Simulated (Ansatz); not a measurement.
A CCSD(T) single point on CH8BNSi, SMILES `CBN[SiH3]`.

```yaml
crystal:
  periodic: [false, false, false]
  atoms:
    - {symbol: C, position_ang: [-0.569139, 1.551400, -0.230779]}
    - {symbol: B, position_ang: [0.168765, 0.773944, 0.912782]}
    - {symbol: N, position_ang: [0.528678, -0.580943, 0.793326]}
    - {symbol: Si, position_ang: [0.250760, -1.630600, -0.570832]}
    - {symbol: H, position_ang: [-1.521249, 1.944485, 0.142712]}
    - {symbol: H, position_ang: [-0.779329, 0.975867, -1.136862]}
    - {symbol: H, position_ang: [0.015146, 2.431160, -0.521775]}
    - {symbol: H, position_ang: [0.446988, 1.335535, 1.939493]}
    - {symbol: H, position_ang: [0.999991, -0.997266, 1.582642]}
    - {symbol: H, position_ang: [-1.198801, -1.775792, -0.861156]}
    - {symbol: H, position_ang: [0.813794, -2.959949, -0.220300]}
    - {symbol: H, position_ang: [0.921495, -1.122940, -1.795150]}
basis:
  gaussian: {orbitals: def2-SVP}
correlation: {method: ccsd_t}
```

```sh
$ ansatz run in.yaml --threads 2 --pin off --events-out ev --progress --plain --max-ram 4352MiB
```

Output of Ansatz, abridged:

```
Functional definition: HF
1012 factors; integrals over basis functions are off by at most 1.1e-3 eV
mean field evaluation 1: about -11166.4754 eV, gradient 3.4e1 eV
mean field evaluation 2: about -11166.5288 eV, gradient 3.4e1 eV
mean field evaluation 4: about -11169.6593 eV, gradient 3.7e0 eV
mean field evaluation 8: about -11169.7063 eV, gradient 1.1e-4 eV
mean field -11169.70634531 eV, -410.4791370912 hartree, gradient 1.9e-6 eV, S^2 0.000000; 0 other end points of the search recorded, 0 dependent functions left out
8 core orbitals not correlated: weight in the atoms' cores, before any rotation towards them, 1.000 or more for the frozen orbitals, at most 0.000 for the correlated occupied ones
reference -11169.70634531 eV, -410.4791370912 hartree; 12, 12 occupied and 80, 80 virtual orbitals, 1012 factors
second order -13.67524472 eV of doubles, -0.00000000 eV of singles
cycle   1  -14.72980483 eV  change    -1.1e0 eV  update   8.7e-2
cycle   2  -15.18216944 eV  change   -4.5e-1 eV  update   2.6e-2
cycle   3  -15.25116202 eV  change   -6.9e-2 eV  update   1.2e-2
cycle   4  -15.24689335 eV  change    4.3e-3 eV  update   3.7e-3
cycle   5  -15.24679776 eV  change    9.6e-5 eV  update   1.5e-3
cycle   6  -15.24658328 eV  change    2.1e-4 eV  update   4.4e-4
cycle   7  -15.24654666 eV  change    3.7e-5 eV  update   1.3e-4
cycle   8  -15.24657504 eV  change   -2.8e-5 eV  update   3.8e-5
cycle   9  -15.24657291 eV  change    2.1e-6 eV  update   1.1e-5
perturbative correction -0.41373384 eV, -0.0152044382 hartree
Total energy: -11185.36665206 eV, -411.0546427494 hartree
```

It took 4 s on 2 threads of an Arm Neoverse V2 on a shared host, with 0.43 GiB of host memory at the peak.

MP2 recovers 87.3 % of the CCSD(T) correlation energy and the triples give 2.6 %; T1 = 0.0118.
